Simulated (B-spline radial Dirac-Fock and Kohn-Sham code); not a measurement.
Photoabsorption cross section of Eu²⁺ by shell

System: the Eu²⁺ ion, [Xe] 4f7.

The run's input, task.json:

```json
{"items": [{
  "Z": 63,
  "q": 2,
  "cfg": [[1, 0, 2], [2, 0, 2], [2, 1, 6], [3, 0, 2], [3, 1, 6], [3, 2, 10], [4, 0, 2], [4, 1, 6], [4, 2, 10], [4, 3, 7], [5, 0, 2], [5, 1, 6]],
  "A": 153,
  "rrms": 5.1115,
  "do": ["binding", "quiet", "photo", "scan"],
  "hv": [300, 317.0, 340.0, 367.0, 400, 600, 843.0, 1640.0, 9251.7, 15000, 23000.0, 27300.0, 62900.0, 80000, 100000, 150000]
}]}
```

Command: `python xray_run.py task.json out`

Level of theory: independent-particle photoionisation in a Dirac-Hartree-Slater potential with a Latter tail, all multipoles, thresholds from Dirac-Fock ΔSCF; a B-spline atomic structure program.

Computed thresholds (eV): K 48535.5, L1 8075.9, L2 7635.8, L3 6995.4, M1 1824.1, M2 1635.0, M3 1502.2, M4 1179.0, M5 1150.8, N1 390.4, N2 316.1, N3 287.0, N4 163.5, N5 158.3, N6 20.41, N7 19.78, O1 66.82, O2 44.56, O3 40.70.

```csv
photon energy (eV),total (b),K (%),L (%),M (%),N (%),O (%)
300,2.654e+06,–,–,–,95.0,5.0
317,2.527e+06,–,–,–,95.1,4.9
340,2.452e+06,–,–,–,95.3,4.7
367,2.274e+06,–,–,–,95.3,4.7
400,2.183e+06,–,–,–,95.5,4.5
600,1.309e+06,–,–,–,95.6,4.4
843,762800,–,–,–,95.4,4.6
1640,1.244e+06,–,–,82.9,16.1,1.0
9251.7,79990,–,77.7,18.0,3.9,0.4
15000,22410,–,78.3,17.4,3.8,0.5
23000,7037,–,78.5,17.2,3.9,0.5
27300,4387,–,78.5,17.1,3.9,0.5
62900,2470,82.9,13.4,2.9,0.7,0.1
80000,1295,83.5,12.9,2.8,0.6,0.1
100000,703.5,84.0,12.6,2.7,0.6,0.1
150000,228.1,84.4,12.2,2.6,0.6,0.1
```

Task: With what power of the photon energy does the total fall between 100000 and 150000 eV?

Result: As E^-2.78. The non-relativistic Born limit for an s electron far above threshold is E^-3.5; near threshold and at relativistic energies the fall is slower.
